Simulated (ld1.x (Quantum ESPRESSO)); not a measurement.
**Rh, PAW: configuration errors across variants**

```
Element                 : rhodium (Rh)
Generator               : ld1.x (Quantum ESPRESSO) 7.5
Type                    : PAW
Functional              : LDA (PZ)
Relativity              : fully relativistic
Frozen core             : [Kr]
Valence charge          : 9
Reference configuration : 4d8.5 5s0.5 5p0
Partial waves           : 5s (bound): rcut 2.05, rcutus 2.75 bohr; 5s channel at 0.3 Ry: rcut 2.05, rcutus 2.75 bohr; 5p (bound, empty): rcut 2.50, rcutus 3.35 bohr; 5p channel at 0.55 Ry: rcut 2.50, rcutus 3.35 bohr; 4d (bound): rcut 1.50, rcutus 1.60 bohr; 4d channel at 2.3 Ry: rcut 1.50, rcutus 1.60 bohr
Local potential         : all-electron potential smoothed inside 1.55 bohr (lloc = -1)
Core correction         : Bessel-smoothed model core inside 0.75 bohr
Augmentation charge     : BESSEL, radius 1.60 bohr
```

Open shells are filled in proportion to 2j + 1 (rel_dist='average').

All-electron excitation energies from the reference (eV): (1) 4d8 5s1 5p0 0.593; (2) 4d8 5s0 5p0 8.386; (3) 4d7 5s0 5p0 28.153; (4) 4d8 5s0 5p1 4.327; (5) 4d7 5s2 5p0 2.975; (6) 4d8 5s0.5 5p0 3.672.

Tests that are not counted but printed errors over 1 eV. “base”: 4d7 5s1 5p1 (solver errors, printed error -2.5 eV). “augmentation BESSEL, radius 1.20 bohr”: 4d7 5s1 5p1 (solver errors, printed error -2.5 eV). “core correction Bessel-smoothed model core inside 1.58 bohr”: 4d7 5s1 5p1 (solver errors, printed error -2.5 eV).

2 further variants failed, have other tests or another functional or relativity, and are left out.

Errors AE − PS in meV (a dash: test not solved or not reliable):

| change | (1) | (2) | (3) | (4) | (5) | (6) | bound ghosts |
| --- | --- | --- | --- | --- | --- | --- | --- |
| base | -3.5 | -0.4 | -95 | -5.1 | -40 | -4.9 | not determined |
| augmentation BESSEL, radius 1.20 bohr | -3.0 | 0.0 | -95 | -5.1 | -37 | -4.9 | not determined |
| local potential all-electron potential smoothed inside 2.14 bohr (lloc = -1) | -4.9 | -2.9 | -97 | -6.0 | -24 | -4.7 | not determined |
| core correction Bessel-smoothed model core inside 1.58 bohr | -3.5 | -0.4 | -95 | -5.1 | -40 | -4.9 | not determined |
| local potential all-electron potential smoothed inside 2.10 bohr (lloc = -1) | -4.5 | -2.7 | -97 | -5.9 | +9.7 | -4.7 | not determined |

(1) Give the same row for: waves 5p (bound): rcut 2.50, rcutus 5.00 bohr; 5p channel at 0.55 Ry: rcut 2.50, rcutus 5.00 bohr.

Answers

(1) -3.5, -0.4, -95, –, -40, -4.9; bound ghosts: not determined. Not counted: 4d8 5s0 5p1 (solver errors, printed error -2.0 eV); 4d7 5s1 5p1 (solver errors, printed error -2.5 eV).
